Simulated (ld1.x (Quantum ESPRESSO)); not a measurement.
# Co (Z = 27), ultrasoft: configuration errors across variants

```
Element                 : cobalt
Generator               : ld1.x (Quantum ESPRESSO) 7.5
Type                    : ultrasoft
Functional              : PBEsol
Relativity              : scalar-relativistic
Frozen core             : [Ar]
Valence charge          : 9
Reference configuration : 3d7 4s1.5 4p0.5
Partial waves           : 4s (bound): rcut 1.75, rcutus 2.15 bohr; 4s channel at 0.25 Ry: rcut 1.75, rcutus 2.15 bohr; 4p (bound): rcut 2.45, rcutus 3.00 bohr; 4p channel at 2.75 Ry: rcut 2.45, rcutus 3.00 bohr; 3d (bound): rcut 1.50, rcutus 1.95 bohr; 3d channel at -0.2 Ry: rcut 1.50, rcutus 1.95 bohr
Local potential         : all-electron potential smoothed inside 2.60 bohr (lloc = -1)
Core correction         : none
Augmentation charge     : built from norm-conserving waves at rcut, not smoothed further
```

All-electron excitation energies from the reference (eV): (1) 3d7 4s2 4p0 -2.156; (2) 3d7 4s1 4p0 6.889; (3) 3d7 4s0 4p0 23.586; (4) 3d7 4s1.5 4p0 1.456; (5) 3d7.5 4s1.5 4p0 -3.121; (6) 3d7 4s0 4p1 12.283.

The overlap operator is not positive definite (basis up to 400 Ry) in “base”, “core correction a·sin(br)/r model core inside 0.98 bohr”, “local potential all-electron potential smoothed inside 1.50 bohr (lloc = -1)”, “waves 3d (bound): rcut 1.50, rcutus 2.96 bohr; 3d channel at -0.2 Ry: rcut 1.50, rcutus 2.96 bohr”, “waves 4s (bound): rcut 1.75, rcutus 2.44 bohr; 4s channel at 0.25 Ry: rcut 1.75, rcutus 2.44 bohr”. Such files are unfit for use, however small their errors in these radial tests.

Tests that are not counted but printed errors over 1 eV. “base”: 3d6 4s0 4p0 (solver errors, printed error -427 eV). “wave 4p channel at 2.75 Ry: rcut 2.45, rcutus 3.00 bohr becomes 4p channel at 0.01 Ry: rcut 2.45, rcutus 3.00 bohr”: 3d6 4s0 4p0 (solver errors, printed error -427 eV). “core correction a·sin(br)/r model core inside 0.98 bohr”: 3d6 4s0 4p0 (solver errors, printed error -447 eV). “local potential all-electron potential smoothed inside 1.50 bohr (lloc = -1)”: 3d6 4s0 4p0 (solver errors, printed error -427 eV). “waves 3d (bound): rcut 1.50, rcutus 2.96 bohr; 3d channel at -0.2 Ry: rcut 1.50, rcutus 2.96 bohr”: 3d7.5 4s1.5 4p0 (solver errors, printed error -708 eV); 3d7 4s0 4p1 (solver errors, printed error -607 eV); 2 more.

3 further variants failed, have other tests or another functional or relativity, and are left out.

A true bound ghost makes a file unfit for plane-wave use even where its test errors are small: the radial tests pick states by their node count and pass the ghost by.

Errors AE − PS in meV (a dash: test not solved or not reliable):

```csv
change,(1),(2),(3),(4),(5),(6),bound ghosts
base,+0.3,-3.1,+14,-0.6,-20,-27,not determined (overlap not positive)
"wave 4p channel at 2.75 Ry: rcut 2.45, rcutus 3.00 bohr becomes 4p channel at 0.01 Ry: rcut 2.45, rcutus 3.00 bohr",+0.3,-3.1,+14,-0.6,-20,+2.2,none
core correction a·sin(br)/r model core inside 0.98 bohr,-0.2,-4.8,-37,-0.6,-27,-41,not determined (overlap not positive)
local potential all-electron potential smoothed inside 1.50 bohr (lloc = -1),+0.3,-3.1,+14,-0.6,-20,-27,not determined (overlap not positive)
"waves 3d (bound): rcut 1.50, rcutus 2.96 bohr; 3d channel at -0.2 Ry: rcut 1.50, rcutus 2.96 bohr",+0.3,-4.5,–,-0.9,–,–,not determined (overlap not positive)
"waves 4s (bound): rcut 1.75, rcutus 2.44 bohr; 4s channel at 0.25 Ry: rcut 1.75, rcutus 2.44 bohr",+0.3,-3.1,+14,-0.6,-20,-27,not determined (overlap not positive)
```

(1) Give the same row for: type TM; waves now 4s (bound): rc 2.15 bohr; 3d (bound): rc 1.95 bohr; 4p (bound): rc 3.00 bohr; local potential the p channel.

## Answers

(1) +0.2, -4.2, +24, -0.7, -59, +10; bound ghosts: s.
